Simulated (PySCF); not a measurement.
# Peak assignment

Cartesian coordinates in Å; atom numbers follow the order of the lines, from 1:
```xyz
14

N    -2.287   -0.114    0.045
C    -0.914   -0.064    0.040
C    -0.131   -1.141    0.459
C     1.247   -1.093    0.374
C     1.887    0.028   -0.128
C     1.135    1.114   -0.546
C    -0.237    1.054   -0.457
F    -0.979    2.126   -0.851
H    -2.768    0.766   -0.044
H    -2.719   -0.787    0.656
H    -0.624   -2.018    0.851
H     1.828   -1.939    0.708
H     2.962    0.061   -0.193
H     1.599    2.005   -0.937
```

PySCF 2.14 calculation with GFN2-xTB geometry and NMR shieldings at PBE0/pcSseg-1/GIAO; no relativistic terms, a single conformation, in vacuum, averaged over atoms made equivalent by symmetry, fast rotation or ring inversion.

Referencing at the same level of theory: TMS for ¹³C (σref 186.93) and ¹H (σref 31.72).

Question: Assign these signals to the numbered atoms. ¹³C{¹H} NMR (computed): δ 159.3, 140.7, 130.0, 121.6, 121.2, 118.9.

Answer: 
| δ (ppm) | atoms | environment | reason |
| --- | --- | --- | --- |
| 159.3 | C7 | aromatic carbon bearing fluorine | an ipso carbon deshielded by its heteroatom |
| 140.7 | C2 | aromatic carbon bearing nitrogen | an ipso carbon deshielded by its heteroatom |
| 130.0 | C4 | aromatic CH | the aromatic region |
| 121.6 | C6 | aromatic CH | – |
| 121.2 | C5 | aromatic CH | – |
| 118.9 | C3 | aromatic CH | π donation from the O or N substituent raises the electron density at positions ortho and para to it |

C6 and C5 lie closer than the usual error of such a calculation, so a measured spectrum could show them in the other order.

Question: Assign these signals to the numbered atoms. ¹H NMR (300 MHz, computed): δ 7.28 (m, 1H), 7.20 (m, 1H), 6.85 (m, 1H), 6.80 (m, 1H), 3.55 (br s, 2H).

Answer: 
```tsv
δ (ppm)	atoms	environment	reason
7.28	H14	hydrogen on an aromatic CH	the ring current deshields protons in the ring plane
7.20	H12	hydrogen on an aromatic CH	–
6.85	H11	hydrogen on an aromatic CH	–
6.80	H13	hydrogen on an aromatic CH	–
3.55	H9/H10	hydrogen on an aniline-type nitrogen	exchangeable, gas-phase position
```

H14 and H12; H11 and H13 lie closer than the usual error of such a calculation, so a measured spectrum could show them in the other order.

Exchangeable OH/NH protons stand at their gas-phase positions; hydrogen bonding in a real sample shifts them, mostly to higher δ. Splittings by ¹⁹F in the carbon and heteronuclear signals aren't shown, as no couplings were computed. Shifts are as computed. Against solution values, carbons near 30 ppm lie about +3 ppm off and those near 130 ppm about +5 ppm. Of 1211 compounds with measured shifts, 218 miss one by over three times the rms of a fit or turn the order of signals round; such compounds aren't used in these exercises. No couplings were computed; multiplicities are counted from neighbouring protons, with m where these are inequivalent, close in shift, in a saturated or five-membered ring or joined by F or P, and br s for small geminal =CH2 splittings.
